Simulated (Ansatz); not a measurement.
Ansatz (a program for electronic structure) input file for C₃HBrClF, SMILES C(Br)=C=C(F)Cl, PBE-D3(BJ)/def2-SVP. 

Ansatz 0.2 input:
```yaml
crystal:
  periodic: [false, false, false]
  atoms:
    - {symbol: F, position_ang: [-2.37003568, -1.42509706, 0.45181373]}
    - {symbol: C, position_ang: [-1.70045460, -0.51291418, -0.24191405]}
    - {symbol: Cl, position_ang: [-2.73526881, 0.70887290, -0.88365967]}
    - {symbol: C, position_ang: [-0.40302077, -0.54712813, -0.43063258]}
    - {symbol: C, position_ang: [0.88938094, -0.54278604, -0.60798023]}
    - {symbol: Br, position_ang: [2.10599192, 0.32641255, 0.57372056]}
    - {symbol: H, position_ang: [1.40474011, -1.03243466, -1.44116735]}
basis:
  gaussian:
    orbitals: def2-SVP
hamiltonian:
  xc: pbe
  dispersion: d3bj
relax: {f_tol: 0.002, max_steps: 200}
```

Program output:

```
WARN ansatz: RAYON_NUM_THREADS=1 ignored (pool sized by the plan → 1); use --threads N
Functional definition: PBE
integrals: 0.06 GiB planned
1220 factors; their error is unknown
mean field: 0.29 GiB planned
mean field evaluation 1: about -88362.9037 eV, gradient 6.0e1 eV
mean field evaluation 2: about -88337.2766 eV, gradient 1.1e2 eV
mean field evaluation 4: about -88371.0398 eV, gradient 2.1e1 eV
mean field evaluation 8: about -88372.1875 eV, gradient 1.6e-1 eV
mean field evaluation 16: about -88372.0888 eV, gradient 1.3e-4 eV
mean field -88372.08876279 eV, -3247.6143612794 hartree, gradient 2.9e-5 eV, S^2 0.000000; 0 other end points of the search recorded, 0 dependent functions left out
the calculation of the forces begins
reference -88372.08879069 eV, -3247.6143623045 hartree; 40, 40 occupied and 71, 71 virtual orbitals, 1220 factors
relax step   1: F+E_penalty+E_count = -88372.26923248 eV  Δ(F+E_penalty+E_count) = +0.000e0 eV  max|allowed force component| = 2.879e-1 eV/Å  Δτ_max = 0.0000 Å  (31 SCF iters, accepted)
these checks for a lower state are left out or cut short: starts, cluster_reference, orbital_swaps, neighbouring_geometries, increment
integrals: 0.06 GiB planned
1220 factors; their error is unknown
mean field: 0.29 GiB planned
mean field -88372.09627712 eV, -3247.6146374257 hartree, gradient 8.2e-6 eV, S^2 0.000000; 0 other end points of the search recorded, 0 dependent functions left out
the calculation of the forces begins
reference -88372.09630504 eV, -3247.6146384520 hartree; 40, 40 occupied and 71, 71 virtual orbitals, 1220 factors
relax step   2: F+E_penalty+E_count = -88372.27611072 eV  Δ(F+E_penalty+E_count) = -6.878e-3 eV  max|allowed force component| = 1.236e-1 eV/Å  Δτ_max = 0.0116 Å  (33 SCF iters, accepted)
these checks for a lower state are left out or cut short: starts, cluster_reference, orbital_swaps, neighbouring_geometries, increment
integrals: 0.06 GiB planned
1220 factors; their error is unknown
mean field: 0.29 GiB planned
mean field evaluation 32: about -88372.0876 eV, gradient 9.2e-5 eV
mean field -88372.08759574 eV, -3247.6143183910 hartree, gradient 8.7e-6 eV, S^2 0.000000; 0 other end points of the search recorded, 0 dependent functions left out
the calculation of the forces begins
reference -88372.08762373 eV, -3247.6143194197 hartree; 40, 40 occupied and 71, 71 virtual orbitals, 1220 factors
relax step   3: F+E_penalty+E_count = -88372.26689333 eV  Δ(F+E_penalty+E_count) = +9.217e-3 eV  max|allowed force component| = 3.122e-1 eV/Å  Δτ_max = 0.0426 Å  (31 SCF iters, rejected (line search))
these checks for a lower state are left out or cut short: starts, cluster_reference, orbital_swaps, neighbouring_geometries, increment
integrals: 0.06 GiB planned
1220 factors; their error is unknown
mean field: 0.29 GiB planned
mean field -88372.09631096 eV, -3247.6146386695 hartree, gradient 8.0e-6 eV, S^2 0.000000; 0 other end points of the search recorded, 0 dependent functions left out
the calculation of the forces begins
reference -88372.09633885 eV, -3247.6146396944 hartree; 40, 40 occupied and 71, 71 virtual orbitals, 1220 factors
relax step   4: F+E_penalty+E_count = -88372.27597733 eV  Δ(F+E_penalty+E_count) = +1.334e-4 eV  max|allowed force component| = 3.619e-2 eV/Å  Δτ_max = 0.0213 Å  (32 SCF iters, rejected (line search))
these checks for a lower state are left out or cut short: starts, cluster_reference, orbital_swaps, neighbouring_geometries, increment
integrals: 0.06 GiB planned
1220 factors; their error is unknown
mean field: 0.29 GiB planned
mean field -88372.09731733 eV, -3247.6146756531 hartree, gradient 8.3e-6 eV, S^2 0.000000; 0 other end points of the search recorded, 0 dependent functions left out
the calculation of the forces begins
reference -88372.09734525 eV, -3247.6146766788 hartree; 40, 40 occupied and 71, 71 virtual orbitals, 1220 factors
relax step   5: F+E_penalty+E_count = -88372.27695483 eV  Δ(F+E_penalty+E_count) = -8.441e-4 eV  max|allowed force component| = 3.281e-2 eV/Å  Δτ_max = 0.0086 Å  (33 SCF iters, accepted)
these checks for a lower state are left out or cut short: starts, cluster_reference, orbital_swaps, neighbouring_geometries, increment
integrals: 0.06 GiB planned
1220 factors; their error is unknown
mean field: 0.29 GiB planned
mean field -88372.09742573 eV, -3247.6146796366 hartree, gradient 8.4e-6 eV, S^2 0.000000; 0 other end points of the search recorded, 0 dependent functions left out
the calculation of the forces begins
reference -88372.09745365 eV, -3247.6146806626 hartree; 40, 40 occupied and 71, 71 virtual orbitals, 1220 factors
relax step   6: F+E_penalty+E_count = -88372.27705688 eV  Δ(F+E_penalty+E_count) = -1.021e-4 eV  max|allowed force component| = 3.111e-2 eV/Å  Δτ_max = 0.0045 Å  (34 SCF iters, accepted)
these checks for a lower state are left out or cut short: starts, cluster_reference, orbital_swaps, neighbouring_geometries, increment
integrals: 0.06 GiB planned
1220 factors; their error is unknown
mean field: 0.29 GiB planned
mean field -88372.09744661 eV, -3247.6146804040 hartree, gradient 1.3e-5 eV, S^2 0.000000; 0 other end points of the search recorded, 0 dependent functions left out
the calculation of the forces begins
reference -88372.09747453 eV, -3247.6146814300 hartree; 40, 40 occupied and 71, 71 virtual orbitals, 1220 factors
relax step   7: F+E_penalty+E_count = -88372.27708421 eV  Δ(F+E_penalty+E_count) = -2.732e-5 eV  max|allowed force component| = 2.542e-2 eV/Å  Δτ_max = 0.0022 Å  (24 SCF iters, accepted)
these checks for a lower state are left out or cut short: starts, cluster_reference, orbital_swaps, neighbouring_geometries, increment
integrals: 0.06 GiB planned
1220 factors; their error is unknown
mean field: 0.29 GiB planned
mean field evaluation 64: about -88372.0974 eV, gradient 6.7e-2 eV
mean field -88372.09745423 eV, -3247.6146806839 hartree, gradient 5.8e-6 eV, S^2 0.000000; 0 other end points of the search recorded, 0 dependent functions left out
the calculation of the forces begins
reference -88372.09748215 eV, -3247.6146817100 hartree; 40, 40 occupied and 71, 71 virtual orbitals, 1220 factors
relax step   8: F+E_penalty+E_count = -88372.27709628 eV  Δ(F+E_penalty+E_count) = -1.208e-5 eV  max|allowed force component| = 1.170e-2 eV/Å  Δτ_max = 0.0013 Å  (24 SCF iters, accepted)
these checks for a lower state are left out or cut short: starts, cluster_reference, orbital_swaps, neighbouring_geometries, increment
integrals: 0.06 GiB planned
1220 factors; their error is unknown
mean field: 0.29 GiB planned
mean field -88372.09743786 eV, -3247.6146800821 hartree, gradient 8.3e-5 eV, S^2 0.000000; 0 other end points of the search recorded, 0 dependent functions left out
the calculation of the forces begins
reference -88372.09746578 eV, -3247.6146811082 hartree; 40, 40 occupied and 71, 71 virtual orbitals, 1220 factors
relax step   9: F+E_penalty+E_count = -88372.27709653 eV  Δ(F+E_penalty+E_count) = -2.485e-7 eV  max|allowed force component| = 5.643e-3 eV/Å  Δτ_max = 0.0010 Å  (20 SCF iters, accepted)
these checks for a lower state are left out or cut short: starts, cluster_reference, orbital_swaps, neighbouring_geometries, increment
integrals: 0.06 GiB planned
1220 factors; their error is unknown
mean field: 0.29 GiB planned
mean field -88372.09744162 eV, -3247.6146802204 hartree, gradient 5.2e-5 eV, S^2 0.000000; 0 other end points of the search recorded, 0 dependent functions left out
the calculation of the forces begins
reference -88372.09746954 eV, -3247.6146812464 hartree; 40, 40 occupied and 71, 71 virtual orbitals, 1220 factors
relax step  10: F+E_penalty+E_count = -88372.27709524 eV  Δ(F+E_penalty+E_count) = +1.294e-6 eV  max|allowed force component| = 7.215e-3 eV/Å  Δτ_max = 0.0009 Å  (21 SCF iters, rejected (line search))
these checks for a lower state are left out or cut short: starts, cluster_reference, orbital_swaps, neighbouring_geometries, increment
integrals: 0.06 GiB planned
1220 factors; their error is unknown
mean field: 0.29 GiB planned
mean field -88372.09744598 eV, -3247.6146803806 hartree, gradient 3.6e-5 eV, S^2 0.000000; 0 other end points of the search recorded, 0 dependent functions left out
the calculation of the forces begins
reference -88372.09747390 eV, -3247.6146814066 hartree; 40, 40 occupied and 71, 71 virtual orbitals, 1220 factors
relax step  11: F+E_penalty+E_count = -88372.27709998 eV  Δ(F+E_penalty+E_count) = -3.452e-6 eV  max|allowed force component| = 2.239e-3 eV/Å  Δτ_max = 0.0004 Å  (20 SCF iters, accepted)
these checks for a lower state are left out or cut short: starts, cluster_reference, orbital_swaps, neighbouring_geometries, increment
integrals: 0.06 GiB planned
1220 factors; their error is unknown
mean field: 0.29 GiB planned
mean field -88372.09745025 eV, -3247.6146805378 hartree, gradient 2.8e-5 eV, S^2 0.000000; 0 other end points of the search recorded, 0 dependent functions left out
the calculation of the forces begins
reference -88372.09747817 eV, -3247.6146815638 hartree; 40, 40 occupied and 71, 71 virtual orbitals, 1220 factors
relax step  12: F+E_penalty+E_count = -88372.27710092 eV  Δ(F+E_penalty+E_count) = -9.405e-7 eV  max|allowed force component| = 4.851e-4 eV/Å  Δτ_max = 0.0003 Å  (19 SCF iters, accepted)
integrals: 0.06 GiB planned
1220 factors; their error is unknown
mean field: 0.29 GiB planned
mean field evaluation 96: about -88372.1967 eV, gradient 3.7e-2 eV
mean field -88372.09745025 eV, -3247.6146805378 hartree, gradient 2.8e-5 eV, S^2 0.000000; 1 other end points of the search recorded, 0 dependent functions left out
the calculation of the forces begins
reference -88372.09747817 eV, -3247.6146815638 hartree; 40, 40 occupied and 71, 71 virtual orbitals, 1220 factors
Total energy: -88372.27712884 eV, -3247.6212836041 hartree
Atom 0 at    -2.383106    -1.432764     0.456623 Å, force    -0.000485     0.000116    -0.000106 eV/Å
Atom 1 at    -1.708502    -0.514865    -0.240419 Å, force     0.000298    -0.000428     0.000042 eV/Å
Atom 2 at    -2.742753     0.715517    -0.888056 Å, force     0.000207    -0.000016     0.000022 eV/Å
Atom 3 at    -0.403716    -0.547602    -0.429678 Å, force    -0.000336     0.000119     0.000159 eV/Å
Atom 4 at     0.895552    -0.541651    -0.607303 Å, force     0.000011     0.000100     0.000410 eV/Å
Atom 5 at     2.120170     0.330028     0.575878 Å, force     0.000129     0.000046    -0.000283 eV/Å
Atom 6 at     1.413688    -1.033737    -1.446864 Å, force     0.000177     0.000063    -0.000244 eV/Å
Dipole moment:     0.063187    -0.032699    -0.178257 e Å
```

The run converged.

Cost: about 40 core-seconds (a rough figure).
